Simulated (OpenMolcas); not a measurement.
Computed levels of 3d5 in ions with 23 electrons, in cm-1 above 6S 5/2.

```json
{
 "Program": "OpenMolcas",
 "Method": "SS-RASPT2, IPEA 0.25 Eh, imaginary shift 0.1 Eh",
 "Basis": "ANO-R2",
 "Scalar Hamiltonian": "X2C, finite nucleus",
 "Spin-orbit coupling": "RASSI with atomic mean-field integrals over the reference wave functions, term energies averaged over their components"
}
```

Active space for each ion: 11 electrons in 8 orbitals (RAS1 3p, at most 2 holes; RAS2 3d); closed shells correlated by CASPT2: 3s.

| Level | Mn2+ | Fe3+ | Ni5+ | Cu6+ |
| --- | --- | --- | --- | --- |
| 4G 5/2 | 27820 | 33200 | 43440 | 48040 |
| 4G 7/2 | 27840 | 33240 | 43520 | 48170 |
| 4G 11/2 | 27850 | 33240 | 43540 | 48200 |
| 4G 9/2 | 27850 | 33250 | 43570 | 48240 |
| 4P 5/2 | 30580 | 36620 | 47950 | 52920 |
| 4P 3/2 | 30620 | 36690 | 48140 | 53210 |
| 4P 1/2 | 30660 | 36770 | 48360 | 53550 |
| 4D 7/2 | 33710 | 40120 | 52350 | 57900 |
| 4D 1/2 | 33750 | 40190 | 52570 | 58250 |

Task: Estimate 4G 5/2, 4G 7/2 for Co4+ from its neighbours Fe3+ and Ni5+.

Result: 4G 5/2 is another term, which grows about linearly with the charge: (33200 + 43440) / 2 = 38320. The calculation gives 38500, so the estimate is off by -0.5 %.
4G 7/2 is another term, which grows about linearly with the charge: (33240 + 43520) / 2 = 38380. The calculation gives 38550, so the estimate is off by -0.4 %.

Term energies are means over components that CASPT2 splits; among the terms shown or strongly mixed into the levels shown the widest spread is 130 cm-1 (3d5 4G, Mn2+). Active for correlation alone: 3p; no level in the range computed is led by a configuration that opens it, so any true level of that kind is missing. Only configurations of the active space appear.
